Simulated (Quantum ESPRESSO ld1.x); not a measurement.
The mean radii <r> (bohr) of the occupied orbitals of an atom or ion are listed with their occupations. Method: non-relativistic Kohn-Sham, LDA (Slater exchange, Perdew-Wang correlation), spin-polarised, spherical densities, point nucleus; computed with ld1.x of Quantum ESPRESSO 7.5.

orbital  occ.     <r>
1s up       1  0.1584
1s down     1  0.1581
2s up       1  0.7350
2s down     1  0.7419
2p up       1  0.6632

Name the element and its charge. Open shells, if any, are filled with parallel spins first.

Answer. Z = 10, neon, charge +5: Ne5+ in [He] 2s2 2p1. The 1s radius gives Z: for a bare nucleus <r> = 1.5/Z, 0.15 bohr for Z = 10, and screening makes it slightly larger (0.1584 here). The occupations add up to 5, and the charge is Z minus that.
